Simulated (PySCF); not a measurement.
# Single point on Cs2

State: ¹Σg⁺ (singlet), closed shell.

An equivalent input (the run itself took its basis sets from the Basis Set Exchange, started from a PBE0 density and held the occupation σ 5α 5β, πx 2α 2β, πy 2α 2β):

```python
from pyscf import gto, dft
mol = gto.M(atom='Cs 0 0 0; Cs 0 0 4.768', basis={'Cs': 'def2-SVP'}, ecp={'Cs': 'def2-SVP'},
            charge=0, spin=0, verbose=4, symmetry='C2v')
mf = dft.UKS(mol, xc='PBE0')
mf.grids.atom_grid = (80, 434)
mf.grids.prune = dft.gen_grid.treutler_prune
mf.irrep_nelec = {'A1': (5, 5), 'B1': (2, 2), 'B2': (2, 2)}
mf.conv_tol = 1e-9
mf.max_cycle = 60
mf.diis_space = 10
mf.kernel()
```

The log (some set-up lines and the per-cycle HOMO/LUMO lines removed):

```
******** <class 'pyscf.dft.uks_symm.SymAdaptedUKS'> ********
method = SymAdaptedUKS
damping factor = 0
level_shift factor = 0
DIIS = <class 'pyscf.scf.diis.CDIIS'>
diis_start_cycle = 1
diis_space = 10
diis_damp = 0
SCF conv_tol = 1e-09
SCF conv_tol_grad = None
SCF max_cycles = 60
number electrons alpha = 9  beta = 9
Set gradient conv threshold to 3.16228e-05
init E= -40.2945268185951
cycle= 1 E= -40.2945888353681  delta_E= -6.2e-05  |g|= 3.01e-05  |ddm|= 0.000575
cycle= 2 E= -40.2945888379345  delta_E= -2.57e-09  |g|= 2.89e-05  |ddm|= 0.000395
cycle= 3 E= -40.2945888388161  delta_E= -8.82e-10  |g|= 4.74e-06  |ddm|= 5.99e-05
Extra cycle  E= -40.2945888388418  delta_E= -2.57e-11  |g|= 2.11e-06  |ddm|= 2.39e-05
converged SCF energy = -40.2945888388418  <S^2> = 1.7763568e-15  2S+1 = 1
```

Repeating this along the bond gives Re = 4.769 Å and ωe = 40.5 cm⁻¹.

A point of this curve took 0.83 CPU seconds beside 0.093 for the integrals, on Oxide Virtual Turin-like (shared host).

Closed-shell solutions of metal pairs were not tested for spin polarisation, which can lower them a little. Spin–orbit coupling is left out.
